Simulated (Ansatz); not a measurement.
## From computed data to an observable: hopping rate and mobility from the reorganisation energy

C10H9NS, SMILES c12c(ccs2)c(cc(c1)N)C=C.

Geometry: PBE-D3(BJ)/def2-SVP. The structure was generated by enumeration, and PubChem lists no compound with its InChIKey, so it may never have been made. Other conformers were not sampled.

Four-point relaxation energies from Ansatz (a program for electronic structure) with PBE-D3(BJ)/def2-SVP, gas phase: hole: ion 184 meV, neutral 114 meV. Assume, for the exercise, a transfer integral of 30 meV, an outer reorganisation energy of 100 meV, equal site energies, a hop of 4.0 Å along one direction and 298.15 K (kT = 25.69 meV).

### Question
Find the Marcus rate and the mobility.

### Answer

k = (2π/ħ) t² (4π λ kT)^(−1/2) exp(−λ/4kT), ħ = 6.582×10⁻¹³ meV s; for a chain D = k a² and μ = e D/kT.
Hole: λ = 184 + 114 + 100 = 398 meV, barrier λ/4 = 100 meV, k = 5.0e11 s⁻¹, μ = 0.031 cm²/(V s).
The rate is non-adiabatic hopping, which holds while t is well under λ. Disorder and quantum modes are left out.
